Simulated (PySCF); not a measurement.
Computed shifts of a molecule C2H9NOSi, PBE/pcSseg-1 run with PySCF, GIAO, gas phase, atoms alike by connectivity averaged where their shifts nearly agree, in ppm (number of nuclei): ²⁹Si: -14.2 (1). ¹³C: 55.2 (1), -0.3 (1). ¹⁵N: 32.8 (1). ¹H: 5.11 (1), 3.99 (3), 1.32 (1), 0.59 (1), 0.43 (3). References: ²⁹Si against TMS (σ = 335.4 ppm); ¹³C against TMS (σ = 182.0 ppm); ¹⁵N against NH3 (σ = 267.0 ppm); ¹⁷O against H2O (σ = 334.3 ppm); ¹H against TMS (σ = 31.49 ppm), references at their B3LYP-D3(BJ)/def2-TZVP geometries, non-relativistic. Geometry: B3LYP-D3(BJ)/def2-SVP. The values are those of a single conformer.

Identify the compound among the candidates.
(A) CN[Si@H](C)O
(B) C[Si@H](O)CN
(C) CO[SiH](C)N
(D) CN[SiH2]OC

C, CO[SiH](C)N
